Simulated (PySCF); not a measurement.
Calculation: TPSSh-D3(BJ)/def2-TZVP // CAM-B3LYP-D3(BJ)/def2-TZVP (PySCF). Isolated molecules, 0 K electronic values unless said otherwise. One relaxed conformer stands for a flexible species; it need not be the lowest. Delta-SCF ions had no search for a lower state. 

Reference species (SMILES): `[SH][InH2]` (neutral, multiplicity 1).

- vertical ionisation energy (Delta-SCF) = 9.61 eV
- LUMO = -1.95 eV
- HOMO = -6.80 eV

Changed species: `[SH][In]([SH])[SH]` (0 of 3 SH replaced by H; the reference has 2 of 3 SH replaced by H).

Give the shifts of the vertical ionisation energy (Delta-SCF), LUMO and HOMO.

the vertical ionisation energy (Delta-SCF) decreases by 0.44 eV, to 9.17 eV; the LUMO falls by 0.16 eV, to -2.11 eV; the HOMO falls by 0.17 eV, to -6.97 eV.
